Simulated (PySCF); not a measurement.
# PySCF run on SrTe

Input:

```python
from pyscf import gto, scf

mol = gto.M(
    atom='Sr 0 0 0; Te 0 0 2.818',
    basis='lanl2dz',
    ecp={'Sr': 'lanl2dz', 'Te': 'lanl2dz'},
    charge=0,
    spin=0,
    symmetry=True,
    verbose=4,
)
mf = scf.RHF(mol)
mf.kernel()
mf.dip_moment()
print('orbital energies (hartree):', mf.mo_energy[..., max(0, mol.nelec[1]-3):mol.nelec[0]+3].round(4))
```

```bash
$ OMP_NUM_THREADS=1 python input.py
```

It prints (some set-up lines and the per-cycle HOMO/LUMO lines with their warnings removed):

```
PySCF version 2.14.0

[INPUT] verbose = 4
[INPUT] num. atoms = 2
[INPUT] num. electrons = 16
[INPUT] charge = 0
[INPUT] spin (= nelec alpha-beta = 2S) = 0
[INPUT] symmetry True subgroup None
[INPUT] Mole.unit = angstrom
[INPUT] Symbol           X                Y                Z      unit          X                Y                Z       unit  Magmom
[INPUT]  1 Sr     0.000000000000   0.000000000000   0.000000000000 AA    0.000000000000   0.000000000000   0.000000000000 Bohr   0.0
[INPUT]  2 Te     0.000000000000   0.000000000000   2.818000000000 AA    0.000000000000   0.000000000000   5.325248219024 Bohr   0.0

nuclear repulsion = 11.2670804312278
point group symmetry = Coov
symmetry origin: [0.         0.         3.07681008]
symmetry axis x: [1. 0. 0.]
symmetry axis y: [0. 1. 0.]
symmetry axis z: [0. 0. 1.]
num. orbitals of irrep A1 = 10
num. orbitals of irrep E1x = 5
num. orbitals of irrep E1y = 5
number of shells = 9
number of NR pGTOs = 35
number of NR cGTOs = 20
basis = lanl2dz
ecp = {'Sr': 'lanl2dz', 'Te': 'lanl2dz'}

******** <class 'pyscf.scf.hf_symm.SymAdaptedRHF'> ********
method = SymAdaptedRHF
initial guess = minao
damping factor = 0
level_shift factor = 0
DIIS = <class 'pyscf.scf.diis.CDIIS'>
diis_start_cycle = 1
diis_space = 8
diis_damp = 0
SCF conv_tol = 1e-09
SCF conv_tol_grad = None
SCF max_cycles = 50
direct_scf = True
direct_scf_tol = 1e-13
Freeze 0 electrons in irreps []
    16 free electrons in irreps A1 E1x E1y
Set gradient conv threshold to 3.16228e-05
Initial guess from minao.
init E= -36.1352771441481
cycle= 1 E= -37.7549988071495  delta_E= -1.62  |g|= 0.588  |ddm|= 3.82
cycle= 2 E= -37.8281554276114  delta_E= -0.0732  |g|= 0.368  |ddm|= 1.77
cycle= 3 E= -37.9171458150116  delta_E= -0.089  |g|= 0.115  |ddm|= 0.865
cycle= 4 E= -37.9283286034069  delta_E= -0.0112  |g|= 0.0138  |ddm|= 0.285
cycle= 5 E= -37.9287509153524  delta_E= -0.000422  |g|= 0.00658  |ddm|= 0.0771
cycle= 6 E= -37.9288682932445  delta_E= -0.000117  |g|= 0.0025  |ddm|= 0.0439
cycle= 7 E= -37.9288960616187  delta_E= -2.78e-05  |g|= 0.00065  |ddm|= 0.024
cycle= 8 E= -37.9288983227504  delta_E= -2.26e-06  |g|= 0.000107  |ddm|= 0.00727
cycle= 9 E= -37.928898359574  delta_E= -3.68e-08  |g|= 1.04e-05  |ddm|= 0.000876
cycle= 10 E= -37.9288983597687  delta_E= -1.95e-10  |g|= 7.68e-07  |ddm|= 7.64e-05
Extra cycle  E= -37.9288983597694  delta_E= -6.82e-13  |g|= 2.42e-07  |ddm|= 3e-06
converged SCF energy = -37.9288983597694
Dipole moment(X, Y, Z, Debye):  0.00000,  0.00000, -12.90159
orbital energies (hartree): [-0.2384 -0.238  -0.238  -0.0461  0.0173  0.0173]
```

In short: E(SCF) = -37.928898 Eh, 10 cycles, μz(SCF) = -12.90 D.

Run time: 0.6 s on 1 thread of Arm Neoverse V2 (shared host).

At this level a UHF run with spin=2 ends 0.21 eV lower; the true order of the states can differ. Stability towards an unrestricted solution was not tested. The bond length is a typed value, not an optimised one.
